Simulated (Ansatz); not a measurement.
gold atom (Au), doublet (core potentials on Au); R2SCAN/def2-TZVP run with Ansatz (a quantum-chemistry and plane-wave program).

The Ansatz input:
Ansatz 0.2 input:
```yaml
crystal:
  periodic: [false, false, false]
  atoms:
    - {symbol: Au, position_ang: [0.00000000, 0.00000000, 0.00000000]}
basis:
  gaussian:
    orbitals: def2-TZVP
    point_charges:
      - {charge: -1.0, position_ang: [-1.3800, -2.6630, 0.0653]}
hamiltonian:
  xc: r2scan
magnetization: {spin_polarized: true, initial_magnetization: 1}
```

What the program printed (banner, timings and long lists left out):

```
Functional definition: r2SCAN
334 factors; their error is unknown
mean field evaluation 1: about -3693.6239 eV, gradient 1.7e1 eV
mean field evaluation 2: about -3690.9379 eV, gradient 3.2e1 eV
mean field evaluation 4: about -3694.6111 eV, gradient 1.0e0 eV
mean field evaluation 8: about -3694.6121 eV, gradient 2.6e-2 eV
mean field evaluation 16: about -3692.1282 eV, gradient 1.6e1 eV
mean field -3694.61206044 eV, -135.7744889231 hartree, gradient 3.8e-5 eV, S^2 0.753774; 4 other end points of the search recorded, 0 dependent functions left out
reference -3694.61207980 eV, -135.7744896348 hartree; 10, 9 occupied and 30, 31 virtual orbitals, 334 factors
Total energy: -3694.61207980 eV, -135.7744896348 hartree
```
